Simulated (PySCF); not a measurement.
Predicted microwave data (PBE0/pcSseg-1 in PySCF (dipole) on a GFN2-xTB geometry, gas phase) for one isomer of C8H12F2:

```
Rotational constants : A = 2616, B = 740.9, C = 731.7 MHz
Dipole components    : |μa| = 3.34 D, |μb| = 0.00 D, |μc| = 0.28 D
Inertial defect      : -184.52 u·Å²
κ                    : -0.99
```

Question: Which structure is it? (One computed conformer of each.)
A. `CC(C)(C)C1=CC(F)(F)C1`
B. `[F:1][C@@H:2]1[CH2:3][C@@H:4]([CH:5]2[CH2:6][CH2:7]2)[CH2:8][C@@H:9]1[F:10]` with C3–C4–C5–C6 -154°, F1–C2–C3–C4 -90°, C2–C3–C4–C5 -125°, C4–C5–C6–C7 109°, C3–C4–C8–C9 -22°
C. `[F:1][CH2:2][C@@:3]12[CH2:4][C@@H:5]([F:6])[CH2:7][CH2:8][C@@H:9]1[CH2:10]2` with F1–C2–C3–C4 -67°, C2–C3–C4–C5 161°, C3–C4–C5–F6 -170°, C4–C5–C7–C8 69°, C5–C7–C8–C9 -51°
D. `[CH2:1]=[C:2]1[CH2:3][CH2:4][CH2:5][CH2:6][C@@H:7]1[CH:8]([F:9])[F:10]` with C6–C7–C8–F9 58°, C1–C2–C3–C4 -119°, C2–C3–C4–C5 -57°, C3–C4–C5–C6 57°, C4–C5–C6–C7 -58°
E. `[F:1][C@@H:2]1[CH2:3][CH2:4][C@@:5]([F:6])([CH:7]2[CH2:8][CH2:9]2)[CH2:10]1` with C4–C5–C7–C8 -87°, F1–C2–C3–C4 -90°, C2–C3–C4–C5 -38°, C3–C4–C5–F6 149°, C5–C7–C8–C9 -110°
F. `[F:1][C@@H:2]1[CH2:3][C@@H:4]2[CH2:5][CH2:6][CH2:7][CH2:8][C@:9]12[F:10]` with F1–C2–C3–C4 -138°, C2–C3–C4–C5 141°, C3–C4–C5–C6 -74°, C4–C5–C6–C7 -53°

Answer: A. It is CC(C)(C)C1=CC(F)(F)C1. The candidates at the same level (rigid rotor, commonest isotopes):

```json
{"SMILES": "FC[C@@]12C[C@@H](F)CC[C@@H]1C2", "A (MHz)": "1845", "B (MHz)": "1023", "C (MHz)": "848.5", "μa (D)": "1.05", "μb (D)": "2.23", "μc (D)": "1.31", "Δ (u·Å²)": "-172.16", "point group": "C1", "rotor": "asymmetric top"}
{"SMILES": "C=C1CCCC[C@@H]1C(F)F", "A (MHz)": "2124", "B (MHz)": "1008", "C (MHz)": "740.5", "μa (D)": "2.41", "μb (D)": "0.22", "μc (D)": "0.76", "Δ (u·Å²)": "-56.76", "point group": "C1", "rotor": "asymmetric top"}
{"SMILES": "F[C@@H]1C[C@@H]2CCCC[C@@]21F", "A (MHz)": "1876", "B (MHz)": "1158", "C (MHz)": "1067", "μa (D)": "1.51", "μb (D)": "1.48", "μc (D)": "0.01", "Δ (u·Å²)": "-232.35", "point group": "C1", "rotor": "asymmetric top"}
{"SMILES": "F[C@@H]1C[C@@H](C2CC2)C[C@@H]1F", "A (MHz)": "2755", "B (MHz)": "771.7", "C (MHz)": "668.3", "μa (D)": "2.79", "μb (D)": "0.39", "μc (D)": "1.36", "Δ (u·Å²)": "-82.02", "point group": "C1", "rotor": "near-prolate asymmetric top"}
{"SMILES": "F[C@@H]1CC[C@@](F)(C2CC2)C1", "A (MHz)": "2790", "B (MHz)": "834.7", "C (MHz)": "811.1", "μa (D)": "0.88", "μb (D)": "1.80", "μc (D)": "1.82", "Δ (u·Å²)": "-163.51", "point group": "C1", "rotor": "near-prolate asymmetric top"}
{"SMILES": "CC(C)(C)C1=CC(F)(F)C1", "A (MHz)": "2616", "B (MHz)": "740.9", "C (MHz)": "731.7", "μa (D)": "3.34", "μb (D)": "0.00", "μc (D)": "0.28", "Δ (u·Å²)": "-184.52", "point group": "–", "rotor": "–"}
```

`F[C@@H]1C[C@@H](C2CC2)C[C@@H]1F` has C 9 % too low; `FC[C@@]12C[C@@H](F)CC[C@@H]1C2` has B 38 % too high; `C=C1CCCC[C@@H]1C(F)F` has B 36 % too high; `F[C@@H]1CC[C@@](F)(C2CC2)C1` has B 13 % too high; `F[C@@H]1C[C@@H]2CCCC[C@@]21F` has B 56 % too high. No structure here is proved a minimum.
